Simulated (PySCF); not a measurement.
**Atomic charges against the basis set**

C₃H₁₂BP.
SMILES with atom numbers: `[BH3-:1][P+:2]([CH3:3])([CH3:4])[CH3:5]` (hydrogens: H6, H7, H8 on B1; H9, H10, H11 on C3; H12, H13, H14 on C4; H15, H16, H17 on C5)

PBE0 throughout (PySCF), one geometry, spherical d and f functions. Geometry: PBE0-D3(BJ)/def2-SVP; no solvent, vibrations or thermal averaging. Atoms taken as equivalent share a column and are averaged.

Mulliken charges (e):

```json
{"basis": "pcSseg-0", "functions": "73", "B1": "-0.350", "P2": "+0.674", "C3/C4/C5": "-0.981", "H6/H7/H8": "+0.031", "H9 (×9)": "+0.281"}
{"basis": "cc-pVDZ", "functions": "134", "B1": "-0.230", "P2": "+0.226", "C3/C4/C5": "-0.187", "H6/H7/H8": "-0.059", "H9 (×9)": "+0.082"}
{"basis": "aug-cc-pVDZ", "functions": "227", "B1": "-2.241", "P2": "+0.222", "C3/C4/C5": "+0.598", "H6/H7/H8": "+0.652", "H9 (×9)": "-0.193"}
{"basis": "IGLO-III", "functions": "304", "B1": "-0.105", "P2": "+0.606", "C3/C4/C5": "-0.550", "H6/H7/H8": "-0.092", "H9 (×9)": "+0.158"}
{"basis": "cc-pVTZ", "functions": "322", "B1": "-0.459", "P2": "+0.397", "C3/C4/C5": "-0.337", "H6/H7/H8": "-0.004", "H9 (×9)": "+0.120"}
```

IAO charges (e):

```json
{"basis": "pcSseg-0", "functions": "73", "B1": "-0.664", "P2": "+0.951", "C3/C4/C5": "-0.617", "H6/H7/H8": "+0.007", "H9 (×9)": "+0.172"}
{"basis": "cc-pVDZ", "functions": "134", "B1": "-0.686", "P2": "+1.089", "C3/C4/C5": "-0.627", "H6/H7/H8": "+0.003", "H9 (×9)": "+0.163"}
{"basis": "aug-cc-pVDZ", "functions": "227", "B1": "-0.688", "P2": "+1.089", "C3/C4/C5": "-0.636", "H6/H7/H8": "+0.003", "H9 (×9)": "+0.166"}
{"basis": "IGLO-III", "functions": "304", "B1": "-0.699", "P2": "+1.127", "C3/C4/C5": "-0.651", "H6/H7/H8": "+0.005", "H9 (×9)": "+0.168"}
{"basis": "cc-pVTZ", "functions": "322", "B1": "-0.696", "P2": "+1.114", "C3/C4/C5": "-0.648", "H6/H7/H8": "+0.004", "H9 (×9)": "+0.168"}
```

Hirshfeld charges (e):

```csv
basis,functions,B1,P2,C3/C4/C5,H6/H7/H8,H9 (×9)
pcSseg-0,73,-0.170,+0.423,-0.136,-0.096,+0.049
cc-pVDZ,134,-0.176,+0.379,-0.141,-0.091,+0.055
aug-cc-pVDZ,227,-0.172,+0.369,-0.156,-0.086,+0.059
IGLO-III,304,-0.172,+0.374,-0.153,-0.088,+0.058
cc-pVTZ,322,-0.173,+0.367,-0.151,-0.088,+0.058
```

ESP-fitted charges (e):

```tsv
basis	functions	B1	P2	C3/C4/C5	H6/H7/H8	H9 (×9)
pcSseg-0	73	-0.383	+1.080	-0.823	-0.071	+0.221
cc-pVDZ	134	-0.366	+0.826	-0.600	-0.065	+0.171
aug-cc-pVDZ	227	-0.253	+0.842	-0.672	-0.094	+0.190
IGLO-III	304	-0.291	+0.871	-0.670	-0.086	+0.188
cc-pVTZ	322	-0.305	+0.856	-0.664	-0.081	+0.187
```

Problem. Which scheme is steadiest as the basis changes?

Solution. Largest range over the bases for any column: Hirshfeld 0.06 e, IAO 0.18 e, ESP-fitted 0.25 e, Mulliken 2.14 e. Hirshfeld charges move least and Mulliken charges most, counted in e.

Problem. How much do the charges still move between the two largest bases, IGLO-III and cc-pVTZ?

Solution. At most, over all atoms: Mulliken 0.354 e, IAO 0.012 e, Hirshfeld 0.007 e, ESP-fitted 0.014 e.

Problem. What do the same runs give for the total energy, the frontier levels and the dipole moment?

Solution. 
```json
{"basis": "pcSseg-0", "energy (Eh)": "-486.6915", "HOMO (eV)": "-8.10", "LUMO (eV)": "1.43", "μ (D)": "5.28"}
{"basis": "cc-pVDZ", "energy (Eh)": "-487.4385", "HOMO (eV)": "-7.80", "LUMO (eV)": "1.17", "μ (D)": "5.29"}
{"basis": "aug-cc-pVDZ", "energy (Eh)": "-487.4492", "HOMO (eV)": "-7.90", "LUMO (eV)": "-0.39", "μ (D)": "5.21"}
{"basis": "IGLO-III", "energy (Eh)": "-487.5144", "HOMO (eV)": "-7.91", "LUMO (eV)": "0.26", "μ (D)": "5.21"}
{"basis": "cc-pVTZ", "energy (Eh)": "-487.5075", "HOMO (eV)": "-7.89", "LUMO (eV)": "0.63", "μ (D)": "5.22"}
```
